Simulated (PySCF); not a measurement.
## Bonding in `CN=P12C=CC(C=C1)C=C2`

Species: C8H10NP.
Atom-mapped SMILES: `[CH3:1][N:2]=[P@:3]12[CH:4]=[CH:5][C@H:6]([CH:7]=[CH:8]1)[CH:9]=[CH:10]2` (hydrogens: H11, H12, H13 on C1; H14 on C4; H15 on C5; H16 on C6; H17 on C7; H18 on C8; H19 on C9; H20 on C10)

Structure used (GFN2-xTB), in Å, numbered top down from 1:
```
atom  x, y, z in Å
C1     3.3309   -0.1433    0.0252
N2     2.0905   -0.4706   -0.6431
P3     0.6338   -0.1502   -0.2062
C4    -0.2264   -0.8107    1.2794
C5    -1.5328   -0.5986    1.2759
C6    -2.1234    0.1699    0.1162
C7    -1.7831   -0.5852   -1.1541
C8    -0.5093   -0.8075   -1.4321
C9    -1.4310    1.5119    0.0486
C10   -0.1135    1.5254   -0.0764
H11    3.4802    0.9337    0.1468
H12    3.4223   -0.6124    1.0095
H13    4.1334   -0.5271   -0.6078
H14    0.3086   -1.3511    2.0447
H15   -2.2066   -0.9412    2.0467
H16   -3.2022    0.2861    0.2265
H17   -2.6052   -0.9072   -1.7745
H18   -0.1170   -1.3256   -2.2902
H19   -2.0456    2.3977    0.1060
H20    0.4911    2.4166   -0.1441
```

Bond orders from the PBE0/pcSseg-1 density (PySCF). Isolated species at its GFN2-xTB geometry, gas phase.

(1) Where do the orders between heavy atoms depart from those drawn in the SMILES?

(2) Set the Mayer orders of the bonds between heavy atoms beside their lengths.

Answers

(1) The largest departure is 0.252, at N2–P3 (drawn double, 1.748). Drawn single, order below 0.88: P3–C4 (0.834) and C10–P3 (0.835).

(2) 
```csv
bond,drawn as,length (Å),Mayer order
C1–N2,single,1.446,0.983
N2–P3,double,1.554,1.748
P3–C4,single,1.839,0.834
C4–C5,double,1.323,1.841
C5–C6,single,1.511,0.980
C6–C7,single,1.517,0.973
C7–C8,double,1.323,1.841
C6–C9,single,1.512,0.980
C9–C10,double,1.323,1.841
C8–P3,single,1.800,0.926
C10–P3,single,1.839,0.835
```

Bonds between the same two heavy elements. C–P: lowest P3–C4 and C10–P3 (0.834, 1.839 Å), highest C8–P3 (0.926, 1.800 Å). C–C: lowest C6–C7 (0.973, 1.517 Å), highest C4–C5, C7–C8 and C9–C10 (1.841, 1.323 Å). Bonds named together lie within 0.004.

Question: And the bonds to hydrogen?

Answer: C–H: 0.96 to 0.97 (10 bonds).

Question: Sum the orders of all bonds at each heavy atom with more than one neighbour and set the sums beside the valence in the SMILES.

Answer: C1 3.874 (drawn 4), N2 2.731 (drawn 3), P3 4.343 (drawn 5), C4 3.645 (drawn 4), C5 3.792 (drawn 4), C6 3.891 (drawn 4), C7 3.787 (drawn 4), C8 3.740 (drawn 4), C9 3.792 (drawn 4), C10 3.646 (drawn 4). Orders between atoms that aren't bonded are not in these sums.

The Mayer order sums products of elements of PS (density times overlap matrix) between the two atoms' basis functions, so it depends on the basis set.
